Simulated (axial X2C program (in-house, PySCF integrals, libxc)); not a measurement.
# Low determinants of GaW at the PBE0 level, two-component

Computed with an axial X2C code built on PySCF integrals. Two-component (2c) means X2C with spin–orbit coupling and atomic mean-field two-electron Coulomb and Gaunt terms. Basis: W dyall-cv3z [13s14p9d7f4g], Ga dyall-cv3z [9s9p7d4f1g] (cores contracted in-house); Gaussian nuclei, density fitting, unrestricted open shells. Masses: W 183.951 u, Ga 68.926 u.

Search at 2.610 Å (vertical energies from the lowest determinant):

```csv
ΔE (eV),state,electrons beyond evenly filled partner blocks,"electrons in ±ω = 1/2, 3/2, 5/2, 7/2"
0.00,Ω = 5/2,ω = 5/2,62 30 11 2
0.79,Ω = 7/2,"2 × ω = 1/2, ω = 5/2",62 30 11 2
0.91,Ω = 3/2,"ω = 1/2, ω = -3/2, ω = 5/2",61 31 11 2
1.12,Ω = 9/2,"ω = 1/2, ω = 3/2, ω = 5/2",61 31 11 2
1.18,Ω = 3/2,"ω = 1/2, ω = -3/2, ω = 5/2",63 29 11 2
1.27,Ω = 1/2,"ω = -1/2, ω = -3/2, ω = 5/2",61 31 11 2
1.34,Ω = 1/2,"2 × ω = 3/2, ω = -5/2",62 30 11 2
```

Lowest determinant, Ω = 5/2 (⟨Sz⟩ = 2.46, ⟨Lz⟩ = 0.04 at PBE0): Re = 2.617 Å, ωe = 183.3 cm⁻¹.

The determinant in row 2 of the search, Ω = 7/2 (⟨Sz⟩ = 2.47, ⟨Lz⟩ = 1.03 at PBE0), was followed along the bond at PBE0; measured from the minimum of the lowest determinant it gives:

Te = 0.720 eV (5811 cm⁻¹), Re = 2.456 Å, ωe = 201.6 cm⁻¹.

Compare the bond of the determinant in row 2 with that of the lowest one.

At PBE0 its Re is 0.161 Å shorter and its force constant, which goes as ωe², is 1.21 times that of the lowest determinant. T0 ≈ Te + Δωe/2 = 5811 + (9) = 5820 cm⁻¹.

The search compares states at one distance, so a state with another bond length can lie lower; it is not exhaustive and yields mostly the lowest determinant of each block pattern, so other components and higher states of one pattern are missing. These are energies of single determinants, not of spin-adapted states; PBE0 term energies can be off by some tenths of an eV, and the functional has no current term.
